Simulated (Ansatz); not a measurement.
Cartesian coordinates in Å:
```
C 0.9013 0.1458 0.0859
S -0.4733 1.2853 0.3964
Ge -2.3423 0.1629 -0.0474
F -1.6240 -1.3837 -0.5184
H 1.5428 0.5813 -0.6791
H 1.4669 0.0292 1.0094
H 0.5288 -0.8209 -0.2469
```

Charge 0, multiplicity 1.

Q: List the PBE/def2-TZVPP orbital energies in eV (the Gaussian-basis code of Ansatz). (An estimate is asked.)

A: Computed: Occupied: -10805.26, -2395.90, -1338.52, -1191.98, -1191.94, -1191.91, -659.24, -269.76, -208.83, -163.08, -154.98, -154.84, -154.82, -114.62, -114.51, -114.40, -30.70, -30.36, -30.32, -30.27, -30.19, -28.05, -19.43, -15.91, -12.61, -10.93, -10.65, -9.95, -9.53, -9.16, -8.06, -6.37, -6.26. Lowest empty: -2.91, -1.34, -0.05, 0.92, 1.33, 2.07, 2.69, 3.87.
